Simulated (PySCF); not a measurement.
Simulation results for AlGeH4O, CH6BGeO, BGeH5O2

Computed with PySCF 2.14.0. Calculation on a computer-drawn molecule: the log of a Hartree-Fock and frozen-core CCSD(T) single point meant for a local Hartree-Fock minimum, with one planted fault or none, to be diagnosed. Offsets are logged minus clean, where the clean run is the same molecule without the fault. The reference is restricted for singlets and unrestricted otherwise, and also for a bond in bohr or an excited solution. Adding or removing an electron swaps singlet and doublet. The excited solution moves the top pair (singlet) or top alpha electron (doublet) to the lowest empty orbital. Highest occupied and lowest empty are orbital energies over both spins, largest force is the largest gradient component, triples share is (T) over the correlation energy, the T1 limit is 0.02 restricted and 0.045 unrestricted, electrons count all cores, a negative frequency is imaginary (commonest isotopes), and the dipole is about the centre of nuclear charge; on germanium a core potential holds 10 electrons, which the energies leave out, and 3d is frozen in MP2 and coupled-cluster steps.

Common to all runs: meant multiplicity 1; meant basis and core potential on germanium cc-pVDZ-PP ECP10MDF; logged SCF converged yes; logged CC converged yes; logged SCF stable within its kind yes; possible faults no fault, one electron removed, one electron added, multiplicity raised by two, geometry at a saddle point, SCF held on an excited solution, minimal basis STO-3G, one bond length entered in bohr, all coordinates scaled.

(1) 
```xyz
7
formula=AlGeH4O meant_charge=1 meant_basis=cc-pV(D+d)Z logged_electrons=56 logged_basis_functions=80 logged_spin_squared=0 logged_highest_occupied=-16.091 logged_lowest_empty=-5.4046 logged_largest_force=1.092e-05 logged_lowest_frequency=91.268 logged_T1_diagnostic=0.015174 logged_D1_diagnostic=0.042011 logged_triples_share=0.020216 logged_dipole_magnitude=1.1029 logged_energy_HF=-612.27883 logged_energy_CCSD(T)=-612.64212 planted_fault=no_fault HF_energy_offset_from_clean_run=0 CCSD(T)_energy_offset_from_clean_run=0
O      0.8343    -0.4506     0.0905
Al     0.0390     0.9824    -0.1354
Ge    -2.2373    -0.0171    -0.8082
H      1.6876    -0.7716     0.3396
H      0.3011     2.5064    -0.0502
H     -3.3434    -0.4351     0.1564
H     -2.6413    -0.4329    -2.2196
```

Units: logged_highest_occupied, logged_lowest_empty in eV; logged_largest_force in hartree/bohr; logged_lowest_frequency in cm⁻¹; logged_dipole_magnitude in debye; logged_energy_HF, logged_energy_CCSD(T) in hartree; HF_energy_offset_from_clean_run, CCSD(T)_energy_offset_from_clean_run in kcal/mol.

Drawn bonds:
```
atom  other atom  order
   1           2      1
   2           3      1
   1           4      1
   2           5      1
   3           6      1
   3           7      1
```

(2) 
```xyz
10
formula=CH6BGeO meant_charge=1 meant_basis=cc-pVDZ logged_electrons=56 logged_basis_functions=95 logged_spin_squared=2.0119 logged_highest_occupied=-10.56 logged_lowest_empty=-7.8949 logged_largest_force=0.077677 logged_T1_diagnostic=0.02114 logged_D1_diagnostic=0.085434 logged_triples_share=0.026253 logged_dipole_magnitude=2.878 logged_energy_HF=-433.86059 logged_energy_CCSD(T)=-434.38702 planted_fault=multiplicity_raised_by_two HF_energy_offset_from_clean_run=139.9 CCSD(T)_energy_offset_from_clean_run=151.4
O      0.1596     1.5762     0.7867
B     -0.1969     0.4456     0.3854
C     -0.5813    -0.8405    -0.2303
Ge    -0.3249    -0.8668    -2.2771
H      0.1814     1.9596     1.6601
H     -1.6388    -1.0426    -0.0353
H      0.0330    -1.6465     0.1821
H     -0.7816    -2.2598    -2.6595
H     -1.2076     0.2437    -2.8225
H      1.1547    -0.6148    -2.5155
```

Units: logged_highest_occupied, logged_lowest_empty in eV; logged_largest_force in hartree/bohr; logged_dipole_magnitude in debye; logged_energy_HF, logged_energy_CCSD(T) in hartree; HF_energy_offset_from_clean_run, CCSD(T)_energy_offset_from_clean_run in kcal/mol.

Drawn bonds:
```
atom  other atom  order
   1           2      1
   2           3      1
   3           4      1
   1           5      1
   3           6      1
   3           7      1
   4           8      1
   4           9      1
   4          10      1
```

(3) 
```xyz
9
formula=BGeH5O2 meant_charge=0 meant_basis=cc-pVDZ logged_electrons=58 logged_basis_functions=90 logged_spin_squared=0 logged_highest_occupied=-11.718 logged_lowest_empty=3.3724 logged_largest_force=2.934e-05 logged_lowest_frequency=60.232 logged_T1_diagnostic=0.014954 logged_D1_diagnostic=0.050012 logged_triples_share=0.023261 logged_dipole_magnitude=1.8255 logged_energy_HF=-470.77723 logged_energy_CCSD(T)=-471.3828 planted_fault=no_fault HF_energy_offset_from_clean_run=0 CCSD(T)_energy_offset_from_clean_run=0
B     -1.5896     0.5404     0.2562
O     -1.3731    -0.2277    -0.8225
Ge    -0.5701    -1.8261    -0.9236
O      0.8898    -1.8008     0.0664
H     -2.1527     1.5938     0.1156
H     -1.2373     0.1812     1.3585
H     -1.5646    -2.8603    -0.4108
H     -0.1205    -1.9930    -2.3581
H      0.7571    -1.6981     0.9981
```

Units: logged_highest_occupied, logged_lowest_empty in eV; logged_largest_force in hartree/bohr; logged_lowest_frequency in cm⁻¹; logged_dipole_magnitude in debye; logged_energy_HF, logged_energy_CCSD(T) in hartree; HF_energy_offset_from_clean_run, CCSD(T)_energy_offset_from_clean_run in kcal/mol.

Drawn bonds:
```
atom  other atom  order
   1           2      1
   2           3      1
   3           4      1
   1           5      1
   1           6      1
   3           7      1
   3           8      1
   4           9      1
```
